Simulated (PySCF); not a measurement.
CH3Cl3Si, SMILES C[Si](Cl)(Cl)Cl (connectivity only; charge and spin as stated), charge +1, multiplicity 2.

Geometry optimised at B3LYP-D3(BJ)/def2-SVP. The spin state was assumed, not searched. The isomer is the one that the SMILES or the coordinates give; other isomers of the formula were not compared.

Level of theory: B3LYP/def2-TZVP in PySCF.

Gas-phase values at a fixed geometry.

```json
{
 "total_energy": "-1709.92059 hartree",
 "point_group": "C3v",
 "α spin, highest occupied and lowest empty level": "-14.37 and -6.33 eV",
 "β spin, highest occupied and lowest empty level": "-14.31 and -11.81 eV",
 "dipole_moment_about_the_centre_of_nuclear_charge": "3.39 D",
 "mean_static_polarisability": "77.7 bohr³ (11.51 Å³)",
 "polarisability_principal_values": "71.9, 80.6, 80.6 bohr³",
 "⟨S²⟩": "0.754 (pure state 0.75)"
}
```
